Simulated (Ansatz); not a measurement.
Consider the cleavage of the Ga–B bond: `C[B]([SiH3])[GaH2]` + `N[AsH2]` → `N[AsH][GaH2]` + `CB[SiH3]`.

Isolated molecules relaxed with PBE0-D4/def2-TZVP in Ansatz; ΔE leaves out vibrations. CCSD(T)/CBS is the MP2 limit (def2-TZVPP, def2-QZVPP) plus CCSD(T) − MP2 in def2-TZVPP, frozen cores. DFT in def2-TZVPP. For As, Ga outer-core shells are correlated without core-valence functions, which leaves a few kJ/mol of doubt a bond. Scalar relativity is left out up to krypton. Each species was taken in one conformer, which may not be the lowest.

CCSD(T)/CBS gives -55.7 kJ/mol.

**Question.** Another level gave -56.8 kJ/mol. Which?
A. BHLYP-D4/def2-TZVPP
B. LDA (SPW92)/def2-TZVPP
C. CAM-B3LYP-D4/def2-TZVPP
D. HF/def2-TZVPP

**Answer.** C. CAM-B3LYP-D4 -56.8, LDA (SPW92) -51.4, HF/def2-TZVPP -65.5, BHLYP-D4 -60.8 kJ/mol.

**Question.** What do rigid-rotor, harmonic-oscillator terms from PBE0-D4/def2-TZVP frequencies (298.15 K, 1 bar) make of the CCSD(T)/CBS value? (Best estimate.)

**Answer.** The calculation gave: ΔZPE = +1.7 kJ/mol, ΔH = -53.9 kJ/mol, ΔS = 1 J/(mol·K), ΔG = -54.0 kJ/mol. Modes under 50 cm⁻¹ make the entropy rough.

Largest T1 diagnostic among the species: 0.014.

From BLYP to BHLYP (50 % exact exchange), in def2-TZVPP and without D4, ΔE moves by −3.3 kJ/mol. At CCSD(T), def2-SVP lies +5.1 kJ/mol from the extrapolated value and def2-TZVPP +0.7 kJ/mol. In def2-TZVPP, CCSD(T) changes the Hartree–Fock value by +10.5 kJ/mol (the triples alone add +0.5 kJ/mol) and MP2 by +5.6 kJ/mol.

CCSD(T)/CBS has its own doubt, a few kJ/mol and more with outer-core shells, so smaller differences from it don't rank the levels.
